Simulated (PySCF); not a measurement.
# Vibration and rotation of VCl

BP86 constants of VCl, quintet, unpaired electrons σ ↑, π ↑, δ ↑↑ (basis V def2-TZVPP, Cl def2-TZVPP; no relativity; PySCF 2.14; masses 50.9440 and 34.9689 u):

| Property | Result |
| --- | --- |
| ωe | 410.3 cm⁻¹ |
| ωexe | 1.62 cm⁻¹ |
| Be | 0.1691 cm⁻¹ |
| αe | 0.000924 cm⁻¹ |

Q: What force constant and bond length do these constants imply?

A: Reduced mass μred = 20.736 u; k = 5.8918×10⁻⁷·μred·ωe² (u, cm⁻¹, mdyn/Å) = 2.06 mdyn/Å; Re = √(16.8576/(μred·Be)) (u, cm⁻¹, Å) = 2.193 Å.

Q: Estimate the centrifugal constant D from the Kratzer relation and find the Dunham coefficient a1.

A: D = 4Be³/ωe² = 1.15e-07 cm⁻¹; a1 = −1 − αeωe/(6Be²) = -3.21.

De is left out where the level can put another filling of the metal’s s and d shells below the measured ground configuration, by anything from nothing to about 1 eV. The state is the lowest single determinant that the PBE0 search found; with open d or f shells the true ground state can be another one.
